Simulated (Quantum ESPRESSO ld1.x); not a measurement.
Problem. Species: V8+. Configuration: [Ne] 3s2 3p3. Calculated with ld1.x of Quantum ESPRESSO 7.5: scalar-relativistic Kohn-Sham, LDA (Slater exchange, Perdew-Zunger correlation), spin-polarised, spherical densities, point nucleus; open shells are filled with parallel spins first. Some entries of the table are withheld. Estimate them.

orbital,occ.,eigenvalue (eV),<r^2> (bohr^2),<1/r> (bohr^-1)
1s up,1,-5529.60,0.005958,22.79
1s down,1,-5527.86,0.005956,22.80
2s up,1,(1),0.1119,(2)
2s down,1,(3),0.1115,(4)
2p up,3,-677.301,0.09166,4.717
2p down,3,-675.179,0.09141,4.718
3s up,1,-219.437,0.8296,(5)
3s down,1,-212.838,0.8404,(6)
3p up,3,-191.693,0.8664,1.585
3p down,0,-185.219,0.8817,1.574

Solution. 
(1) 2s up eigenvalue (eV): -774.482
(2) 2s up <1/r> (bohr^-1): 4.806
(3) 2s down eigenvalue (eV): -772.744
(4) 2s down <1/r> (bohr^-1): 4.809
(5) 3s up <1/r> (bohr^-1): 1.669
(6) 3s down <1/r> (bohr^-1): 1.659
